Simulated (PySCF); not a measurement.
## Dipole moment and polarisability of `CC(=O)OCc1ncsn1`

Species: C5H6N2O2S.
Geometry (PBE0-D3(BJ)/def2-SVP, Å), atoms numbered from 1 in this order:
```xyz
16
C5H6N2O2S angstrom
C      2.4536    1.2337    0.1000
C      1.4769    0.1313   -0.1646
O      1.1055   -0.2451   -1.2429
O      1.0315   -0.4037    0.9886
C      0.0227   -1.3783    0.8589
C     -1.2791   -0.7952    0.3851
N     -1.5018    0.5497    0.4370
C     -2.6985    0.7898   -0.0132
S     -3.5201   -0.6459   -0.4725
N     -2.2221   -1.5862   -0.0611
H      2.9513    1.5181   -0.8333
H      1.9009    2.0966    0.5017
H      3.1872    0.9290    0.8584
H     -0.1088   -1.8067    1.8627
H      0.3210   -2.1780    0.1651
H     -3.1371    1.7876   -0.0924
```

Level: CAM-B3LYP/def2-SVPD (PySCF), static field, nuclei fixed, core orbitals frozen in the response. The polarisability tensor in these axes (au):

```
x   112.77   6.47  10.19
y     6.47  90.59   0.16
z    10.19   0.16  76.50
```

**Question.** What are the eigenvalues, a third of the trace, and Δα (Δα² = ½Σ(αi − αj)² over the three pairs)?

**Answer.** Principal values 73.69, 89.22 and 116.94 au; mean 93.28 au = 13.82 Å³ = 15.38 × 10⁻⁴⁰ C²·m²/J; Δα = 37.95 au (41 % of the mean).

**Question.** What is the dipole moment, and where does it point?

**Answer.** (-0.66, 1.56, 1.50) D, 2.26 D in size, pointing from the negative to the positive side. Measured along this direction, the outermost atoms are H15 at the negative end and H16 at the positive end.

**Question.** Traceless (Buckingham) quadrupole moment about the centre of nuclear charge: eigenvalues?

**Answer.** -12.77, -0.92, 13.69 D·Å. The values depend on the origin, since the dipole doesn't vanish. The electronic extent ⟨r²⟩ about the same centre is 1794 bohr², a root-mean-square distance of 2.48 Å for the 82 electrons.

**Question.** What would n − 1 = 2πNα be for an ideal gas of these molecules at 350 K and 1 atm, electronic part alone?

**Answer.** N = p/kT = 2.0968 × 10¹⁹ cm⁻³, so n − 1 = 2π × N × 13.82 × 10⁻²⁴ cm³ = 1821 × 10⁻⁶ at long wavelengths, for an ideal gas.

**Question.** How large is μ²/3kT at 273 K beside α?

**Answer.** In Gaussian units μ²/3kT = 45.25 Å³ against 13.82 Å³, a ratio of 3.27; the Debye molar polarisation (4π/3)N_A(α + μ²/3kT) is 149.0 cm³/mol, leaving out the vibrational part.

**Question.** What depolarisation ratio follows for Rayleigh scattering of linearly polarised light, taking the static tensor?

**Answer.** ρ = 3Δα²/(45ᾱ² + 4Δα²) = 4319.5/(391578 + 5759.4) = 0.0109.

**Question.** What molar refraction does this α imply?

**Answer.** Lorentz–Lorenz: R = (4π/3)N_A α = 2.5225 cm³/(mol·Å³) × 13.82 Å³ = 34.9 cm³/mol, in the limit of long wavelengths.

The structure is a single PBE0-D3(BJ)/def2-SVP conformer in the gas phase; no vibrational or solvent corrections.
